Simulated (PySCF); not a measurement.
**[IrS2]-: bending curve**

Computed with PBE0 in PySCF with Ir def2-SVPD with ECP60, S def2-SVPD; scalar-relativistic core potentials, no spin–orbit coupling; density-fitted integrals.

Rigid scan from the singlet minimum (Ir–S 2.099 Å (×2); S–Ir–S 159.7°). Coordinate: the S–Ir–S angle, bonds fixed. Energies in kJ/mol from the minimum.

| bond angle (°) | E (kJ/mol) | dipole size (D, about the centre of mass) |
| --- | --- | --- |
| 80 | 190.5 | 4.20 |
| 90 | 140.2 | 3.64 |
| 100 | 100.4 | 2.92 |
| 110 | 67.3 | 2.22 |
| 120 | 40.5 | 1.63 |
| 130 | 20.5 | 1.18 |
| 140 | 7.7 | 0.84 |
| 150 | 1.5 | 0.58 |
| 160 | 0.0 | 0.38 |
| 170 | 0.7 | 0.19 |
| 180 | 1.3 | 0.00 |

With the bonds held, the linear shape lies 1.3 kJ/mol from the minimum.

Spin–orbit coupling, left out here, can matter for elements this heavy.
